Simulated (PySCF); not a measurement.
Start geometry of `O=[C]1C[C@H](F)[GeH2]1` from a GFN2-xTB structure with every atom displaced at random (by about 0.01 Å) (Å):
```
atom  x, y, z in Å
O1    -0.308   -1.828    1.772
C2    -0.140   -1.011    0.903
C3    -1.129   -0.303   -0.015
C4    -0.228    0.864   -0.540
F5    -0.334    0.953   -1.923
Ge6    1.456    0.057    0.173
H7    -2.029   -0.026    0.490
H8    -1.341   -0.973   -0.833
H9    -0.578    1.839   -0.131
H10    2.302   -0.525   -0.925
H11    2.368    0.928    1.014
```

**Question.** What comes out of this run: PBE0-D3(BJ)/def2-SVP geometry optimisation, gas phase in PySCF?

**Answer.** 
```
atom  x, y, z in Å
O1    -1.207   -1.954    1.086
C2    -0.583   -1.091    0.551
C3    -1.085    0.048   -0.343
C4     0.125    0.994   -0.372
F5     0.475    1.368   -1.645
Ge6    1.321   -0.368    0.499
H7    -2.042    0.474    0.001
H8    -1.249   -0.355   -1.359
H9    -0.035    1.904    0.228
H10    2.300   -1.040   -0.479
H11    2.018   -0.004    1.822
```

The energy falls by 13.0 kJ/mol over 9 energy and gradient evaluations, the largest force component goes from 0.0375 to 4.0e-04 Eh/bohr, and the atoms move by 0.051 Å rms after alignment. Among the bonds, C3–H7 and Ge6–H10 change most and about equally (+0.033 to +0.034 Å). Bonds longer at the end by more than 0.005 Å: 6 of 11; shorter: 5. Among the angles that change most is C2–Ge6–H11, from 124.7° to 119.0°. Rotational constants go from 3003, 2185, 1340 to 3035, 2183, 1347 MHz. The orientation of the end geometry is arbitrary; only internal coordinates are fixed.

The run used 127 basis functions and 69 SCF cycles in all. On Arm Neoverse V2, one thread, shared host with 32 logical CPUs at a one-minute load of 26, this took 73 s and 0.54 GiB of memory at its peak.

Not checked by PBE0-D3(BJ)/def2-SVP frequencies. One conformer, not necessarily the lowest.
